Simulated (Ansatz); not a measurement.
Species: bromo(diethyl)borane, C$_{4}$H$_{10}$BBr, net charge 0, singlet state. 
Structure (B3LYP-D3(BJ)/def2-TZVP (Ansatz, a quantum-chemistry and plane-wave program) minimum search):
```xyz
16

C      2.5222     0.7222     0.6472
C      1.3664     0.0508     1.3853
B      0.0471    -0.2983     0.6322
Br    -0.0830     0.0005    -1.2901
C     -1.2216    -0.8618     1.3526
C     -2.3485     0.1889     1.4424
H      3.3713     0.8938     1.3111
H      2.8657     0.1095    -0.1872
H      2.2189     1.6852     0.2339
H      1.6994    -0.8979     1.8336
H      1.0683     0.6471     2.2600
H     -0.9603    -1.1956     2.3618
H     -1.6010    -1.7351     0.8134
H     -2.0198     1.0795     1.9826
H     -3.2148    -0.2152     1.9681
H     -2.6703     0.5026     0.4491
```
Charge 0, spin multiplicity 1.

Basis-set convergence of Hartree-Fock and MP2 correlation energies (hartree) with Ansatz. Correlated levels leave the core frozen unless marked. Spin-orbit coupling is left out. The frozen core is the preceding noble-gas configuration, with the filled d and f shells of earlier blocks. No relativistic terms.

```
basis    functions        E(HF)  E(corr, MP2)
-------  ---------  -----------  ------------
cc-pVDZ        147  -2754.43084      -0.77505
cc-pVTZ        333  -2754.55598      -0.96702
cc-pVQZ        643  -2754.57014      -1.03448
```

Extrapolating the two largest sets (X = 3 and 4) as X^-3: E(corr) = (64·(-1.03448) - 27·(-0.96702))/37 = -1.0837 Eh, an estimate of the basis-set limit. The largest set recovers 95.5 % of it, the smallest 71.5 %.
